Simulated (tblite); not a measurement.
C3H13Si3 (doublet state).
Atom-mapped SMILES: `[CH3:1][CH:2][SiH2:3][CH:4]([SiH3:5])[SiH3:6]` (hydrogens: H7, H8, H9 on C1; H10 on C2; H11, H12 on Si3; H13 on C4; H14, H15, H16 on Si5; H17, H18, H19 on Si6)

The geometry is computed with GFN2-xTB (gas phase). This method treats the open shell by occupation alone, without spin polarisation.

**Question.** List the bond lengths, angles and torsions at this level.

**Answer.** 
| bond | length (bohr) | order |
| --- | --- | --- |
| C1–C2 | 2.794 | single |
| C2–Si3 | 3.483 | single |
| Si3–C4 | 3.634 | single |
| C4–Si5, C4–Si6 | 3.590 | single |
| C1–H7, C1–H8, C1–H9 | 2.064 | single |
| C2–H10 | 2.043 | single |
| Si3–H11, Si3–H12 | 2.781 | single |
| C4–H13 | 2.069 | single |
| Si5–H14 and 5 like bonds | 2.771 | single |

Bonds in one row agree within 0.02 bohr and their mean is given. Orders are formal, as drawn. A selection of angles:
| angle | degrees |
| --- | --- |
| C2–C1–H7 | 110.8 |
| H7–C1–H8 | 108.5 |
| H7–C1–H9 | 106.1 |
| C1–C2–Si3 | 124.7 |
| C1–C2–H10 | 114.9 |
| Si3–C2–H10 | 120.3 |
| C2–Si3–C4 | 112.4 |
| C2–Si3–H11 | 109.5 |
| C4–Si3–H11 | 108.3 |
| H11–Si3–H12 | 109.2 |
| Si3–C4–Si5 | 112.8 |
| Si3–C4–H13 | 105.2 |
| Si5–C4–Si6 | 112.3 |
| Si5–C4–H13 | 106.6 |
| C4–Si5–H14 | 110.3 |
| H14–Si5–H15 | 109.0 |
| H14–Si5–H16 | 108.3 |

Dihedral angles: C1–C2–Si3–C4 -88° (synclinal); C2–Si3–C4–Si5 -64° (synclinal). The mirror-image conformer, all signs reversed, is as good.

Si3 (silicon bonded to 2 C and 2 H) is tetrahedral (angles from 107.7° to 112.4°). C2 (carbon bonded to C, Si and H) is planar (angles 124.7°, 120.3° and 114.9°, sum 360.0°, 0.02 Å off the plane of its three neighbours). Si5 (silicon bonded to C and 3 H) is tetrahedral (angles from 108.3° to 110.4°). The C–Si distances run from 1.843 Å (C2–Si3, drawn single) to 1.923 Å (Si3–C4, drawn single), a spread of 0.080 Å.

Point group: C1 (no symmetry element, even within 0.4 Å). Its GFN2-xTB frequencies are all real (lowest 30 cm⁻¹).

Time: 1.8 s. Hardware: one thread of an Arm Neoverse V1, no GPU (shared host). These figures are those of the optimisation.
